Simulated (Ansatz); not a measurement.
Basis-set series for `[NH][SiH](O)F` radical. Charge 0, multiplicity 2. The geometry is a stationary point of PBE0-D4/def2-TZVP. It is one conformer, not always the lowest.

| functional | basis | functions | energy (Eh) | HOMO (eV) | LUMO (eV) |
| --- | --- | --- | --- | --- | --- |
| PBE0-D4 | def2-SVP | 75 | -520.53746 | -8.09 | -3.47 |
| PBE0-D4 | def2-QZVPP | 331 | -520.96971 | -8.44 | -3.81 |
| ωB97M-V | def2-SVP | 75 | -520.80495 | -10.42 | -1.27 |
| ωB97M-V | def2-QZVPP | 331 | -521.24260 | -10.79 | -1.75 |

(1) Give the rows for def2-TZVPP. (Estimate.)

## Answers

(1) Ansatz gave: 
```tsv
functional	basis	functions	energy (Eh)	HOMO (eV)	LUMO (eV)
PBE0-D4	def2-TZVPP	177	-520.94557	-8.38	-3.74
ωB97M-V	def2-TZVPP	177	-521.22004	-10.74	-1.66
```

HOMO and LUMO are taken over both spins.
